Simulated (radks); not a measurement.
Results of a calculation; reference values are marked as such.
Question: The promethium ion Pm3+, 58 electrons, occupied as [Xe] 4f1 5d1 6s2 (not the ground configuration). Level of theory: Dirac Kohn-Sham, PBE, spin-unpolarised, spherical densities, point nucleus; open shells are shared between the two j in proportion to 2j + 1 (a radial shooting solver on a logarithmic mesh with Libxc functionals). Some entries of the table are withheld. Estimate them.

orbital,occ.,eigenvalue (hartree),<r^2> (bohr^2)
1s1/2,2,-1655.342,0.0007316
2s1/2,2,-271.0748,(1)
2p1/2,2,-256.7860,0.008395
2p3/2,4,-236.2080,0.009643
3s1/2,2,-61.19741,(2)
3p1/2,2,-55.07958,0.07260
3p3/2,4,-50.94450,0.07987
3d3/2,4,-40.31666,0.06456
3d5/2,6,-39.42217,0.06660
4s1/2,2,-14.10487,0.3886
4p1/2,2,(3),0.4094
4p3/2,4,(4),0.4466
4d3/2,4,-6.96069,0.5079
4d5/2,6,-6.78981,0.5216
5s1/2,2,-3.19435,1.946
5p1/2,2,-2.47327,2.308
5p3/2,4,-2.30285,2.520
4f5/2,0.428571,-2.26041,0.7623
4f7/2,0.571429,-2.23530,0.7726
5d3/2,0.4,-1.27123,4.042
5d5/2,0.6,-1.24912,4.152
6s1/2,2,-0.98593,9.458

Answer: 
(1) 2s1/2 <r^2> (bohr^2): 0.01150
(2) 3s1/2 <r^2> (bohr^2): 0.07748
(3) 4p1/2 eigenvalue (hartree): -11.76223
(4) 4p3/2 eigenvalue (hartree): -10.82908
